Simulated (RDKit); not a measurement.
RDKit input (MMFF94):

```python
from rdkit import Chem
from rdkit.Chem import AllChem, rdDetermineBonds

mol = Chem.MolFromXYZFile('mol.xyz')
rdDetermineBonds.DetermineBonds(mol, charge=-1)
print('SMILES', Chem.MolToSmiles(Chem.RemoveHs(mol)))
ff = AllChem.MMFFGetMoleculeForceField(mol, AllChem.MMFFGetMoleculeProperties(mol))
e0 = ff.CalcEnergy()
flag = ff.Minimize(maxIts=5000, forceTol=1e-5)
print(f'energy {e0:.4f} -> {ff.CalcEnergy():.4f} kcal/mol, converged: {flag == 0}')
print(Chem.MolToXYZBlock(mol))
```
mol.xyz:
```
8

C     -2.42378400     0.00527500     0.16041100
C     -1.07798600     0.30311100     0.19688400
C      0.02692800    -0.53967800     0.33311300
Cl     1.62681300     0.10845800    -0.28493400
H     -3.16491000     0.78839500     0.26682200
H     -2.78352000    -1.01914500     0.18236000
H     -0.82792600     1.36565500     0.17773600
H     -0.03040700    -1.59094200     0.07451700
```

Output:

```
SMILES C=C[CH-]Cl
energy 14.7569 -> 6.0972 kcal/mol, converged: True
8

C     -2.371563   -0.011887    0.255319
C     -1.100862    0.389705    0.137857
C     -0.001472   -0.518978    0.042307
Cl     1.602720    0.049938   -0.106282
H     -3.174209    0.716254    0.324765
H     -2.648203   -1.061237    0.285544
H     -0.876381    1.453715    0.112303
H     -0.084822   -1.596382    0.055096
```

The dipole moment of an ion depends on the origin.

The geometry given is a B3LYP-D3(BJ)/def2-TZVP minimum.
